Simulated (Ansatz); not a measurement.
Reaction (formal exchange of groups at a Ga–C bond): `[GaH2][CH2][GeH3]` + `CCOC` → `CC[O][GaH2]` + `C[CH2][GeH3]`

Isolated molecules relaxed with PBE0-D4/def2-TZVP in Ansatz; ΔE leaves out vibrations. CCSD(T)/CBS adds triple-zeta CCSD(T) − MP2 to the extrapolated MP2 energy (def2 sets, frozen cores). Functionals use def2-TZVPP. B3LYP here is the variant with VWN-RPA as its local correlation; programs differ in this. For Ga, Ge outer-core shells are correlated without core-valence functions, which leaves a few kJ/mol of doubt a bond. Scalar relativity is left out up to krypton. One conformer a species, not always the lowest.

```tsv
level	ΔE (eV)
B3LYP-D4	-0.99
PBE-QIDH	-0.95
revPBE	-0.92
r2SCAN	-0.99
B3LYP	-0.96
HF/def2-TZVPP	-0.92
SCS-MP2/def2-QZVPP	-1.00
MP2/CBS(def2)	-1.00
```

Task: What does CCSD(T)/CBS give? (Best estimate.)

Result: Computed: -0.97 eV. The listed levels differ from it by -0.02, 0.02, 0.05, -0.02, 0.01, 0.05, -0.03, -0.03 eV.

Largest T1 diagnostic among the species: 0.014.

At CCSD(T), def2-SVP lies −0.07 eV from the extrapolated value and def2-TZVPP +0.00 eV. In def2-TZVPP, CCSD(T) changes the Hartree–Fock value by −0.05 eV (the triples alone add −0.01 eV) and MP2 by −0.08 eV. From r2SCAN to r2SCAN0 (25 % exact exchange), in def2-TZVPP and without D4, ΔE moves by +0.03 eV.
